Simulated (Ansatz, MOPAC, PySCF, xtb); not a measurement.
The molecule AlO-, closed-shell singlet (lowest of 2S+1 = 1, 3, 5 at CCSD(T)/def2-TZVPP on PBE0 minima; our sources give no spin for the ground state, which may be another).

Constants: fifth-degree fit in 1/R to seven points, most abundant isotopes. Runs in def2 and cc sets follow the lowest solution found near the PBE0 minimum. The singlet is held restricted. HF and MP2 rows in def2 and cc sets belong to the determinant that coupled cluster picked by its CCSD energy.

Codes used: Ansatz (Gaussian basis) for Hartree–Fock, density functionals and correlated methods; MOPAC for PM3, PM6 (differences of heats of formation); PySCF for 6-31G* rows; xtb for the GFN methods. 

```csv
level,r_e (Å),ω_e (cm⁻¹),α_e (cm⁻¹),ω_e x_e (cm⁻¹)
PM3,1.720,942,0.0020,5.3
PM6,1.608,1183,0.0026,3.2
GFN1-xTB,1.677,834,0.0050,2.8
HF/def2-TZVPP,1.605,1089,0.0043,4.6
HF/aug-cc-pV(Q+d)Z,1.605,1085,0.0044,4.7
SVWN5/def2-TZVPP,1.639,963,0.0049,5.0
BP86/6-31G*,1.667,938,0.0045,4.7
r2SCAN/def2-TZVPP,1.641,974,0.0047,4.9
B3LYP/6-31G*,1.647,988,0.0043,4.6
B3LYP/def2-TZVPP,1.639,977,0.0047,4.9
PBE0/def2-TZVPP,1.634,992,0.0047,4.8
CAM-B3LYP/def2-TZVPP,1.628,1012,0.0046,4.7
wB97X-V/def2-TZVPP,1.631,1012,0.0044,4.5
wB97M-V/def2-TZVPP,1.634,1001,0.0045,4.6
B2PLYP/def2-TZVPP,1.648,951,0.0050,5.2
MP2/6-31G*,1.669,939,0.0046,5.1
MP2/aug-cc-pV(T+d)Z,1.664,919,0.0049,5.1
MP2/def2-TZVPP,1.656,943,0.0048,4.8
MP2/aug-cc-pV(Q+d)Z,1.661,926,0.0049,5.1
MP2/aug-cc-pV(5+d)Z,1.660,928,0.0049,5.1
"MP2/CBS(def2-TZVPP, def2-QZVPP)",1.660,932,0.0048,4.9
SCS-MP2/aug-cc-pV(T+d)Z,1.660,933,0.0049,5.1
SCS-MP2/def2-TZVPP,1.652,955,0.0047,4.8
SCS-MP2/aug-cc-pV(5+d)Z,1.655,943,0.0049,5.0
CCSD/def2-TZVPP,1.636,1004,0.0045,4.6
CCSD/aug-cc-pV(Q+d)Z,1.637,1000,0.0046,4.8
CCSD/def2-QZVPP,1.636,1004,0.0045,4.7
CCSD/aug-cc-pV(5+d)Z,1.635,1003,0.0046,4.8
CCSD(T)/aug-cc-pV(T+d)Z,1.653,951,0.0048,5.1
"CCSD(T)/CBS(aug-cc-pV(Q+d)Z, aug-cc-pV(5+d)Z)",1.646,965,0.0048,5.1
```

Correlated levels freeze the cores. CBS(a, b) extrapolates the correlation energy as X⁻³ and adds the Hartree–Fock energy of set b. Rows in 6-31G* carry no dispersion term and start afresh at each structure (6-31G* with six Cartesian d functions). MP2/6-31G* freezes PySCF's default core. The state that PM3, PM6 reach isn't checked.

Ansatz is an electronic-structure program.
